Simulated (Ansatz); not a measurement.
TePb, closed-shell singlet (the spin of the measured ground state), most abundant isotopes (129.9062 and 207.9767 u). Constants from fifth-degree fits in 1/R to seven points on the lowest solution found; no spin–orbit coupling, no relativity up to Kr; ω_e x_e and α_e move by some per cent with the fit.

Correlated levels freeze the inner cores; with def2 sets outer-core shells near the valence are correlated too. CBS(a, b) extrapolates the correlation energy as X⁻³ and adds the Hartree–Fock energy of set b.

Run with Ansatz (Gaussian orbitals). Values without a source in brackets are computed. In def2 rows elements past Kr take small-core potentials, without spin–orbit coupling.

At CCSD(T)/CBS(def2-TZVPP, def2-QZVPP): B₀ = 0.031453 cm⁻¹, fundamental 224 cm⁻¹.

**Question.** Taking the state as ¹Σ, work out the ideal-gas entropy and heat capacity at 298.15 K and 1 bar (rigid rotor, harmonic oscillator at the fundamental, no nuclear spin).

**Answer.** 
Translation: S = R(1.5 ln M + 2.5 ln T − 1.1517) with M = 337.883 u gives 181.47 J/(mol K). Rotation: q = kT/(σhcB₀) = 6588.4 with σ = 1 and hc/k = 1.43878 cm K, S = R(ln q + 1) = 81.42. Vibration: u = hcν/kT = 1.081, S = R(u/(eᵘ − 1) − ln(1 − e⁻ᵘ)) = 8.06. Sum S° = 271.0 J/(mol K). C_p = 7R/2 + R u² eᵘ/(eᵘ − 1)² = 36.65 J/(mol K).

Doubts at one or more of the structures used: a restricted determinant that unrestricted orbitals would lower (CCSD(T)/CBS(def2-TZVPP, def2-QZVPP)).

Ansatz is a program for electronic structure.
